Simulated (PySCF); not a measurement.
Compound: C5H9FS.
Numbering: `[CH3:1][S:2][CH2:3][C@@H:4]1[CH2:5][C@@H:6]1[F:7]` (hydrogens: H8, H9, H10 on C1; H11, H12 on C3; H13 on C4; H14, H15 on C5; H16 on C6)

Computed by this run: PBE0-D3(BJ)/def2-SVP geometry optimisation, gas phase (PySCF); density fitting, grid level 1; the optimiser is geomeTRIC in internal coordinates, started from a GFN2-xTB structure.

Step 0: E = -18861.3447 eV
```
atom  x, y, z in Å  |  force x, y, z in eV/Å
C1      2.5171    0.2758   -0.5111   -0.567  -0.595   0.377
S2      1.6566   -1.1221    0.2617   -0.005  -0.115  -0.121
C3      0.0422   -1.0094   -0.5898    0.566   0.428   0.480
C4     -0.6852    0.2719   -0.2914   -0.345  -0.374   0.127
C5     -1.1579    0.5278    1.1161   -0.330   0.024  -0.587
C6     -2.1488    0.2354    0.0411    0.227  -0.438   0.207
F7     -2.7796   -0.9726    0.0605    0.194   0.016   0.023
H8      2.4453    0.1925   -1.5918    0.078   0.070  -0.495
H9      3.5545    0.2110   -0.2014    0.469   0.026   0.094
H10     2.0871    1.2108   -0.1642   -0.073   0.496   0.049
H11     0.2195   -1.1254   -1.6600   -0.091  -0.110  -0.356
H12    -0.5208   -1.8674   -0.2246   -0.219  -0.296   0.023
H13    -0.3519    1.1267   -0.8675    0.091   0.368  -0.182
H14    -1.1104    1.5270    1.5190    0.036   0.508   0.184
H15    -0.9716   -0.2541    1.8364    0.100  -0.432   0.304
H16    -2.8239    0.9954   -0.3332   -0.131   0.424  -0.127
```

Step 1: E = -18861.3888 eV
```
atom  x, y, z in Å  |  force x, y, z in eV/Å
C1      2.5428    0.2585   -0.5708    0.062   0.020  -0.077
S2      1.7247   -1.1339    0.2285   -0.019   0.032   0.058
C3      0.0762   -0.9923   -0.5060   -0.149  -0.077  -0.078
C4     -0.6639    0.2856   -0.2124    0.048   0.031  -0.104
C5     -1.2597    0.5136    1.1541    0.129   0.003   0.092
C6     -2.1452    0.2324   -0.0053    0.003   0.061  -0.025
F7     -2.7464   -0.9831   -0.0723   -0.039  -0.027   0.042
H8      2.4259    0.2060   -1.6663    0.029   0.016   0.051
H9      3.6149    0.1844   -0.3333   -0.056   0.012   0.001
H10     2.1702    1.2289   -0.2069    0.006  -0.029  -0.002
H11     0.1492   -1.1428   -1.5982    0.014  -0.004   0.063
H12    -0.4902   -1.8494   -0.1057    0.054   0.044  -0.043
H13    -0.2938    1.1689   -0.7466   -0.015  -0.028   0.042
H14    -1.2348    1.5196    1.5820   -0.057  -0.027   0.003
H15    -1.1139   -0.2956    1.8774   -0.045   0.021  -0.029
H16    -2.7838    1.0226   -0.4183    0.033  -0.050   0.007
```

Problem. Estimate the geometry and energy of step 2. (The exact step hangs on the optimiser's Hessian estimate; all steps are aligned on step 1, rigid shifts and turns removed.)

Solution. E = -18861.3926 eV, largest force 0.074 eV/Å
```
atom  x, y, z in Å  |  force x, y, z in eV/Å
C1      2.5476    0.2598   -0.5691   -0.013   0.000  -0.026
S2      1.7116   -1.1230    0.2320    0.029  -0.010   0.022
C3      0.0679   -0.9926   -0.5184   -0.023   0.009  -0.023
C4     -0.6688    0.2857   -0.2230   -0.034  -0.035  -0.023
C5     -1.2494    0.5117    1.1521    0.063   0.037   0.009
C6     -2.1476    0.2327    0.0016   -0.003   0.024   0.028
F7     -2.7549   -0.9813   -0.0497   -0.001  -0.017  -0.002
H8      2.4613    0.1961   -1.6653    0.009   0.000   0.004
H9      3.6115    0.1910   -0.3023   -0.005  -0.002   0.016
H10     2.1655    1.2328   -0.2253   -0.005   0.001   0.000
H11     0.1473   -1.1474   -1.6078    0.019   0.010   0.009
H12    -0.4945   -1.8496   -0.1187    0.005  -0.003  -0.006
H13    -0.3021    1.1692   -0.7564   -0.007   0.001   0.005
H14    -1.2290    1.5157    1.5831   -0.017  -0.003   0.006
H15    -1.1051   -0.2991    1.8721   -0.014  -0.007  -0.009
H16    -2.7891    1.0215   -0.4051   -0.003  -0.006  -0.008
```

The energy changes by -0.0038 eV. The first-order estimate −F·Δx gives -0.0063 eV and the mean of the old and new forces, exact on a quadratic surface, -0.0039 eV. The step makes an angle of 76° with the force vector and moves no atom by more than 0.037 Å.

What follows is the cost of the whole optimisation. Hardware: one thread of an Arm Neoverse N1, no GPU, shared host. Cost: 2.2 min of wall time, 0.63 GiB resident at most.
